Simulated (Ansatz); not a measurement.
Zr(OH)4 (ZrO4H4). The state is a singlet with charge 0. Geometry relaxed at PBE-D4/def2-SVP.

| atom | x (Å) | y (Å) | z (Å) |
| --- | --- | --- | --- |
| Zr1 | 0.000 | 0.000 | 0.000 |
| O2 | 0.220 | -1.855 | -0.518 |
| H3 | 0.335 | -2.776 | -0.779 |
| O4 | -1.320 | 0.123 | 1.414 |
| H5 | -1.981 | 0.184 | 2.114 |
| O6 | -0.593 | 1.032 | -1.530 |
| H7 | -0.890 | 1.549 | -2.288 |
| O8 | 1.693 | 0.699 | 0.634 |
| H9 | 2.535 | 1.044 | 0.953 |

In the def2 sets Zr takes a core potential; there is no spin–orbit coupling.

**Question.** Estimate the harmonic wavenumbers at RKS PBE-D4/def2-SVP (Ansatz, unscaled). Is this a minimum?

**Answer.** 114, 114, 115, 164, 164, 164, 168, 169, 220, 223, 256, 256, 259, 696, 700, 700, 700, 3892, 3892, 3892, 3897 cm⁻¹. Yes, no mode is imaginary beyond noise. Zero-point energy 124.2 kJ/mol. It took 35 s on 4 threads of Arm Neoverse V2 on a shared host.
